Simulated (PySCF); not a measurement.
Zn(SH)(SMe) (CH₄S₂Zn), SMILES C[S][Zn][SH]. Atoms are numbered in the order given.

```xyz
8

Zn    -0.1758     0.2036     0.2588
S     -1.6661     1.7833     0.4114
H     -2.6895     0.8991     0.4451
S      1.3189    -1.3656     0.1075
C      1.4833    -1.5035    -1.7097
H      0.5437    -1.8078    -2.1914
H      2.2303    -2.2878    -1.8960
H      1.8466    -0.5725    -2.1666
```

The structure is a stationary point at PBE0-D3(BJ)/def2-SVP. The structure was generated by enumeration; whether it is a known compound was not checked. One conformer was computed; it need not be the lowest.

Method: PBE0-D3(BJ)/def2-SVP (PySCF 2.14.0).

Frequencies are harmonic and unscaled.

Task: List the normal modes with their intensities. (The exact figures need the calculation; the answer reports its results.)

Result: 
| mode | ν (cm⁻¹) | IR (km/mol) | Raman (Å⁴/amu) | depolarisation | moving atoms (share of kinetic energy) |
|---|---|---|---|---|---|
| 1 | 68 | 4.4 | 2.2 | 0.69 | S 32 %, Zn 31 %, C 24 %, H 12 % |
| 2 | 85 | 8.7 | 0.2 | 0.68 | Zn 38 %, S 35 %, H 26 % |
| 3 | 99 | 18.1 | 7.7 | 0.75 | H 93 % |
| 4 | 128 | 5.5 | 0.5 | 0.74 | H 75 %, S 15 %, Zn 10 % |
| 5 | 176 | 4.0 | 2.6 | 0.37 | C 33 %, Zn 27 %, S 25 %, H 14 % |
| 6 | 330 | 0.0 | 20.3 | 0.23 | S 96 % |
| 7 | 462 | 59.4 | 0.3 | 0.74 | Zn 50 %, S 47 % |
| 8 | 624 | 6.5 | 2.2 | 0.74 | H 93 % |
| 9 | 724 | 4.4 | 10.6 | 0.30 | C 59 %, S 31 %, H 10 % |
| 10 | 954 | 4.8 | 4.9 | 0.75 | H 84 %, C 14 % |
| 11 | 971 | 9.8 | 3.3 | 0.41 | H 82 %, C 16 % |
| 12 | 1336 | 13.8 | 5.2 | 0.61 | H 87 %, C 13 % |
| 13 | 1455 | 9.0 | 11.8 | 0.73 | H 95 % |
| 14 | 1456 | 9.3 | 18.4 | 0.75 | H 95 % |
| 15 | 2703 | 1.1 | 141.0 | 0.30 | H 97 % |
| 16 | 3066 | 25.3 | 150.7 | 0.02 | H 98 % |
| 17 | 3176 | 5.0 | 58.8 | 0.74 | H 90 %, C 10 % |
| 18 | 3178 | 1.3 | 121.2 | 0.66 | H 90 %, C 10 % |
